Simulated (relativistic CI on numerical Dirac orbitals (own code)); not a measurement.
# Rh²⁺: M2,3 absorption edge

Computed with this model: Dirac-Coulomb-Breit CI, KLI orbitals optimised for each configuration, a model potential for QED, valence Slater integrals scaled by 0.9, multiplet model of core-to-valence dipole absorption; configurations [Kr] 4d7 → [Ne] 3s2 3p5 3d10 4s2 4p6 4d8; 300 K; Lorentzian 1.2 eV and Gaussian 0.4 eV FWHM. Energies are those of the free ion, without screening or charge transfer. The branching ratio is the share of the lower-energy edge in the whole absorption, uncertain by about 0.02 where the edges overlap. S is read from ⟨S²⟩ = S(S + 1).

Field parameters in Wybourne normalisation: D3d B²₀ = −7Dσ, B⁴₀ = −14Dq − 21Dτ, B⁴₃ = −14√(10/7) Dq; D4h B²₀ = −7Ds, B⁴₀ = 21(Dq − Dt), B⁴₄ = 21√(5/14) Dq; Oh B⁴₀ = 21Dq, B⁴₄ = √(5/14) B⁴₀. The field is a parameter set, without covalency.

free ion: ground-state S = 1.49, centroid 501.99 eV, branching ratio 0.907. Peaks (eV, height): 499.5 (100), 525.0 (11).

D3d, 10Dq = 32350, Dσ = -1160, Dτ = 480 cm⁻¹: ground-state S = 0.51, centroid 507.30 eV, branching ratio 0.758. Peaks (eV, height): 500.2 (90), 501.5 (100), 525.2 (29), 527.0 (25), 528.2 (14).

D3d, 10Dq = 7600, Dσ = -100, Dτ = -10 cm⁻¹: ground-state S = 1.49, centroid 503.08 eV, branching ratio 0.872. Peaks (eV, height): 499.8 (100), 525.5 (19).

Oh, 10Dq = 30600 cm⁻¹: ground-state S = 0.52, centroid 506.94 eV, branching ratio 0.761. Peaks (eV, height): 500.0 (91), 501.2 (100), 525.0 (29), 526.8 (26).

Oh, 10Dq = 32100 cm⁻¹: ground-state S = 0.51, centroid 507.13 eV, branching ratio 0.758. Peaks (eV, height): 500.0 (91), 501.2 (100), 525.2 (29), 526.8 (27).

D4h, 10Dq = 21500, Ds = -870, Dt = 950 cm⁻¹: ground-state S = 1.42, centroid 503.96 eV, branching ratio 0.852. Peaks (eV, height): 499.0 (98), 500.5 (100), 526.0 (24).

The statistical ratio of this edge is 2/3 = 0.667. Values above it arise where the holes sit mainly in the j = l + 1/2 valence subshell or the ground state has high spin; values below it where core-valence Coulomb terms move weight to the upper edge, as in nearly empty shells.

Strongest unbroadened transitions for Oh, 10Dq = 32100 cm⁻¹:

```csv
Energy (eV),Relative strength
499.67,0.3
499.96,95.2
500.11,61.8
501.31,100.0
501.46,30.6
501.53,49.1
503.08,34.4
503.85,0.6
503.98,0.5
505.26,0.6
505.64,0.5
505.79,0.4
505.92,0.3
524.98,6.4
525.16,48.5
526.77,44.7
528.19,19.0
529.07,0.5
```
